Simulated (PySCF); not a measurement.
Species: C6H6NO2 (doublet state).
Cartesian coordinates in Å at the GFN2-xTB level; atoms count from 1:
```
atom  x, y, z in Å
C1    -2.0644    1.1369   -0.6899
C2    -1.1123    0.3025   -0.3533
C3    -0.7511   -0.8604    0.4961
C4    -1.3050   -2.1350    0.1168
O5    -1.3934   -2.7357   -0.9069
C6     0.2606   -0.1517   -0.4718
N7     1.3316    0.6056    0.0680
C8     2.6215    0.3772   -0.2771
O9     2.9901   -0.4446   -1.0734
H10   -1.8908    1.9165   -1.4129
H11   -3.0545    1.0660   -0.2720
H12   -0.6320   -0.6924    1.5598
H13    0.5785   -0.7388   -1.3268
H14    1.1070    1.3071    0.7568
H15    3.3098    1.0550    0.2590
```

The hyperfine couplings belong to this conformer and change with its torsions.

The species is `C=C1[C@@H]([C]=O)[C@@H]1NC=O` [radical].

Level of theory: PySCF, UKS B3LYP, pcH-1 on C H N O, non-relativistic, mean-field spin-orbit, GIAO. One conformer (not necessarily the lowest) at the GFN2-xTB geometry, without solvent, vibrations or thermal averaging. Couplings are sensitive to structure, and on GFN2-xTB geometries they can be far from those on DFT ones. Stability of the SCF solution: not tested.

**Question.** Break the g tensor into its mass correction, gauge correction and orbital-Zeeman/spin–orbit terms.

**Answer.** 
```
                    Δg (ppt)      1      2      3
relativistic mass correction  -0.23  -0.23  -0.23
            gauge correction   0.04   0.01  -0.11
   orbital Zeeman/spin–orbit  -7.40  -0.05   2.65
                       total  -7.59  -0.27   2.32
```

So g = 1.99473, 2.00205, 2.00464 and g_iso = 2.00047; the tensor is rhombic: the two nearest values differ by 26 % of g3 − g1. Axes: g1 points within 14° of the C4–O5 bond.

**Question.** What are the electron Larmor frequencies g μB B/h along the three axes at 330 mT?

**Answer.** 9.2132, 9.2470, 9.2589 GHz for g1, g2 and g3, a range of 45.7 MHz.

**Question.** What effective moment and Curie constant follow for a powder?

**Answer.** With the mean of g² = 4.0019 and S(S+1) = 0.75: μ_eff = √(⟨g²⟩S(S+1)) = 1.732 μB and χT = 0.12505·⟨g²⟩·S(S+1) = 0.375 cm³ K/mol (cgs; spin-Hamiltonian part alone).

**Question.** In a frozen sample, at which fields do the three g values resonate at 9.5, 34, 94 and 263 GHz (hyperfine left aside), and which band first spreads them over more than twice a line width of 0.3 mT?

**Answer.** 
| band | GHz | B(g3) mT | B(g2) mT | B(g1) mT | spread mT |
| --- | --- | --- | --- | --- | --- |
| X | 9.5 | 338.59 | 339.03 | 340.27 | 1.68 |
| Q | 34.0 | 1211.80 | 1213.37 | 1217.82 | 6.02 |
| W | 94.0 | 3350.28 | 3354.60 | 3366.91 | 16.63 |
| J | 263.0 | 9373.65 | 9385.75 | 9420.19 | 46.54 |

The spread grows in proportion to the frequency. X band is the first where it exceeds 0.6 mT.

The largest Mulliken spin populations are on C4 (+0.64) and O5 (+0.24).

The HOMO–LUMO gaps are 3.96 eV among the α and 5.61 eV among the β orbitals.

The run took 75 s of wall time (with the writing of density and orbital grids) on one thread of an Arm Neoverse V1, no GPU, on a shared host, and the process peaked at 1.1 GiB of memory.
